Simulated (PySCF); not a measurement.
Correlation energy of Ga²⁺ (gallium, charge +2)

[Ar] 3d10 4s1, 2S determinant. Computed with PySCF 2.14 in x2c-QZVPPall, with the spin-free X2C one-electron Hamiltonian (Gaussian nucleus). Frozen: [Ne]; 19 electrons correlated.

| level | correlation energy (mhartree) |
| --- | --- |
| CCSD | -681.92 |
| (T) | -10.68 |
| CCSD(T) | -692.60 |

Diagnostics: T1 = 0.0077, D1 = 0.0220, largest double amplitude 0.011.

Is a single reference adequate?

Yes, within this model without spin-orbit coupling: T1 lies below 0.03 and no double amplitude reaches 0.07.

This basis was not built for core-valence correlation, so the inner-shell part is incomplete.
